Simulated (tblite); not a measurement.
C₆H₇N₂S (doublet state).
Cartesian coordinates in Å at the GFN2-xTB level; atoms count from 1:
```
atom  x, y, z in Å
C1    -1.905    0.192    1.049
C2    -1.182   -0.658    0.025
C3    -1.115   -0.210   -1.425
C4     0.067   -0.191   -0.569
C5     1.374    0.134   -0.402
C6     2.134   -0.019    0.822
N7     3.368    0.356    0.725
S8     3.639    0.891   -0.812
N9     2.158    0.647   -1.384
H10   -1.532   -0.016    2.050
H11   -2.972   -0.022    1.028
H12   -1.757    1.248    0.837
H13   -1.282   -1.725    0.205
H14   -1.180   -0.952   -2.210
H15   -1.566    0.736   -1.698
H16    1.743   -0.403    1.746
```

Computed with GFN2-xTB (tblite): harmonic, unscaled wavenumbers at the GFN2-xTB geometry, gas phase. Against measured fundamentals such values can be off by several per cent, at times by over 20. One conformer, not necessarily the lowest. Open shells enter through the occupations alone, without spin polarisation, and single modes of such species can be off by tens of per cent.

Harmonic wavenumbers (cm⁻¹): 67.3, 93.1, 116.1, 166.6, 204.3, 343.2, 366.2, 446.0, 459.7, 491.3, 604.8, 665.2, 734.0, 813.9, 826.8, 875.5, 882.8, 909.2, 921.6, 1017.4, 1040.5, 1049.6, 1081.8, 1122.3, 1129.2, 1160.7, 1228.6, 1244.7, 1340.5, 1406.2, 1426.9, 1487.8, 1489.7, 1493.4, 1708.3, 2990.7, 3019.9, 3027.8, 3041.7, 3046.4, 3050.5, 3134.0.

A = 3974, B = 792.2, C = 692.8 MHz; mass 139.033 u (most abundant isotopes); point group C1, symmetry number 1; spin multiplicity 2.

Zero-point energy?

Half the sum of the wavenumbers: 25863 cm⁻¹ = 73.95 kcal/mol.

Give the ideal-gas entropy at 400 K and 1 bar in the rigid-rotor, harmonic-oscillator model (classical rotation).

Translation 42.19, rotation 30.25, vibration 31.59, spin (R ln 2) 1.38: S = 105.4 cal/(mol K).

And Cp and H(400 K) − H(0)?

Cp = 42.67 cal/(mol K), of which vibrations give 34.72 (their classical limit is 42 R = 83.5); H(400 K) − H(0) = 9.96 kcal/mol without the zero-point energy, 6.78 from vibrations.

Which modes carry the vibrational entropy at 400 K?

67.3 cm⁻¹: 4.81; 93.1 cm⁻¹: 4.17; 116.1 cm⁻¹: 3.74; 166.6 cm⁻¹: 3.03; 204.3 cm⁻¹: 2.64; 343.2 cm⁻¹: 1.69 cal/(mol K); the other 36 give 11.50 together.

What must be added to the electronic energy to get the Gibbs energy at 400 K and 1 bar?

ZPE + [H(400 K) − H(0)] − T·S = 73.95 + 9.96 − 42.16 = 41.75 kcal/mol.

Blend soft modes into free rotors: weight 1/[1 + (100 cm⁻¹/ν̃)⁴] for the oscillator and the rest for a rotor with moment μB/(μ + B), μ = h/(8π²ν), B = 10⁻⁴⁴ kg m². What vibrational entropy results?

29.68 cal/(mol K) in place of 31.59, which changes −T·S at 400 K by +0.76 kcal/mol.

Hindered rotation and anharmonicity are outside this model. Other conformers, if any are populated, would add a mixing term that is left out. The structure is chiral; the term R ln 2 for an equal mix with its mirror image is left out.
